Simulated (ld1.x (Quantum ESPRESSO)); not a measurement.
**Configuration tests for niobium (Nb) (TM)**

niobium, norm-conserving Troullier–Martins (Kleinman–Bylander form), made with ld1.x (Quantum ESPRESSO) 7.5 (PBE, fully relativistic). Core [Ar] 3d10, reference 4s2 4p6 4d3 5s0 5p0 (charge +2). Waves: 4s (bound): rc 1.55 bohr; 4p (bound): rc 2.15 bohr; 4d (bound): rc 2.30 bohr. Local part: all-electron potential smoothed inside 1.75 bohr (lloc = -2). Core correction: none.

Open shells are filled in proportion to 2j + 1 (rel_dist='average').

Energies are relative to the spin-unpolarised reference configuration 4s2 4p6 4d3 5s0 5p0; without spin polarisation the order of configurations can differ from experiment. Not all tests gave a result: 3 of 7 tests not solved or not reliable. Left out of the table: 4s2 4p6 4d4 5s1 5p0 (solver errors, printed error +2.1 eV); 4s2 4p5 4d4 5s1 5p0 (solver errors, printed error -3.3 eV); 4s1 4p6 4d4 5s1 5p0 (solver errors, printed error -3.3 eV).

```csv
valence configuration,charge,ΔE all-electron (eV),error AE − PS (meV)
4s2 4p6 4d2 5s0 5p0,+3,24.721,+8.9
4s2 4p6 4d4 5s0 5p1,0,-17.727,+16
```

**Question.** What are ΔE and the potential's error for 4s2 4p6 4d5 5s0 5p0?

**Answer.** ΔE = -19.408 eV all-electron; the error (AE − PS) is -2.2 meV.

**Question.** What are ΔE and the potential's error for 4s2 4p6 4d4 5s0 5p0?

**Answer.** ΔE = -14.039 eV all-electron; the error (AE − PS) is +0.3 meV.

Levels in the configuration 4s2 4p6 4d4 5s0 5p0:

```json
{"level": "4s j=1/2", "all-electron (eV)": "-64.779", "pseudo (eV)": "-64.801"}
{"level": "4p j=1/2", "all-electron (eV)": "-42.383", "pseudo (eV)": "-42.394"}
{"level": "4p j=3/2", "all-electron (eV)": "-40.294", "pseudo (eV)": "-40.303"}
{"level": "4d j=3/2", "all-electron (eV)": "-9.409", "pseudo (eV)": "-9.408"}
{"level": "4d j=5/2", "all-electron (eV)": "-9.242", "pseudo (eV)": "-9.241"}
```

Note: ghost state, extra bound levels that the all-electron valence spectrum of the same l lacks: s at -30.8 eV. A true bound ghost makes a file unfit for plane-wave use.
